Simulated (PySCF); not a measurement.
Compound: C4H8OSi.
Bonds: C1–C2, C2–O3 (double), C2–Si4, Si4–C5, C5–C6, Si4–C6. Hydrogens: H7, H8, H9 on C1; H10 on Si4; H11, H12 on C5; H13, H14 on C6.

Computed by this run: PBE0-D3(BJ)/def2-SVP geometry optimisation, gas phase (PySCF); density fitting, grid level 1; the optimiser is geomeTRIC in internal coordinates, started from a GFN2-xTB structure with every atom displaced at random (about 0.01 Å).

Step 0: E = -14184.1857 eV
```
atom  x, y, z in Å  |  force x, y, z in eV/Å
C1      1.9823   -0.0774   -0.2421   -0.964   1.493   0.449
C2      1.3890   -0.0950    1.1461    0.376  -0.137  -1.128
O3      2.0747   -0.1595    2.1274    0.734  -0.009   1.165
Si4    -0.4567   -0.0451    1.3643   -1.713   0.129  -0.908
C5     -1.5330    0.8362    0.0470   -0.051  -0.569   0.949
C6     -1.5803   -0.6754   -0.0470   -0.116   0.456   0.750
H7      1.6153    0.8365   -0.7578    0.114  -0.267   0.023
H8      1.6317   -0.9159   -0.8005   -0.331  -1.018  -0.698
H9      3.0503   -0.0438   -0.1946    1.055  -0.099   0.088
H10    -0.9526   -0.1251    2.7501   -0.006  -0.008   0.123
H11    -2.4585    1.3158    0.3701   -0.054   0.170   0.154
H12    -1.0599    1.3644   -0.7590    0.450   0.420  -0.565
H13    -1.1675   -1.1013   -0.9418    0.504  -0.445  -0.578
H14    -2.5432   -1.1318    0.2001    0.003  -0.116   0.176
```

Step 1: E = -14184.3171 eV
```
atom  x, y, z in Å  |  force x, y, z in eV/Å
C1      1.9698   -0.0863   -0.2475    0.183  -0.204  -0.159
C2      1.3891   -0.0738    1.1372    0.023   0.009   0.264
O3      2.0764   -0.0010    2.1346   -0.080  -0.025  -0.152
Si4    -0.5133   -0.1280    1.3509   -0.069   0.194  -0.245
C5     -1.5148    0.8570    0.0980    0.031   0.046  -0.138
C6     -1.6101   -0.6554   -0.0758    0.077  -0.077   0.000
H7      1.5285    0.7126   -0.8601   -0.046   0.068  -0.039
H8      1.7242   -1.0440   -0.7485    0.069   0.162   0.096
H9      3.0641    0.0436   -0.1974   -0.136  -0.045  -0.006
H10    -0.9769   -0.2148    2.7535   -0.028  -0.028   0.017
H11    -2.4231    1.3750    0.4299    0.041  -0.039   0.039
H12    -1.0001    1.4145   -0.7014   -0.019  -0.092   0.208
H13    -1.1504   -1.0954   -0.9717   -0.008   0.057   0.090
H14    -2.5720   -1.1214    0.1608   -0.038  -0.024   0.026
```

Q: Estimate the geometry and energy of step 2. (The exact step hangs on the optimiser's Hessian estimate; all steps are aligned on step 1, rigid shifts and turns removed.)

A: E = -14184.3244 eV, largest force 0.118 eV/Å
```
atom  x, y, z in Å  |  force x, y, z in eV/Å
C1      1.9830   -0.0936   -0.2500   -0.015  -0.020  -0.075
C2      1.3879   -0.0677    1.1329    0.074   0.001   0.049
O3      2.0743    0.0007    2.1292   -0.056  -0.014  -0.009
Si4    -0.5161   -0.1118    1.3392   -0.010   0.116  -0.022
C5     -1.5330    0.8595    0.1004   -0.018   0.017  -0.056
C6     -1.6110   -0.6535   -0.0770   -0.021  -0.078   0.023
H7      1.5530    0.7081   -0.8720   -0.001  -0.002   0.003
H8      1.7369   -1.0484   -0.7444    0.008   0.015   0.011
H9      3.0744    0.0232   -0.1899   -0.015  -0.004   0.010
H10    -0.9805   -0.2098    2.7423   -0.006  -0.027   0.000
H11    -2.4421    1.3655    0.4443    0.010  -0.016   0.031
H12    -1.0207    1.4279   -0.6848    0.026  -0.012   0.027
H13    -1.1471   -1.0858   -0.9711    0.012   0.026  -0.001
H14    -2.5676   -1.1318    0.1632    0.012  -0.001   0.008
```

The energy changes by -0.0073 eV. The first-order estimate −F·Δx gives -0.0117 eV and the mean of the old and new forces, exact on a quadratic surface, -0.0072 eV. The step makes an angle of 76° with the force vector and moves no atom by more than 0.030 Å.

The cost below is that of the whole optimisation. Time: 76 s of wall time; peak memory 0.50 GiB. Hardware: Arm Neoverse V2, one thread, shared host with 96 logical CPUs at a one-minute load of 70.
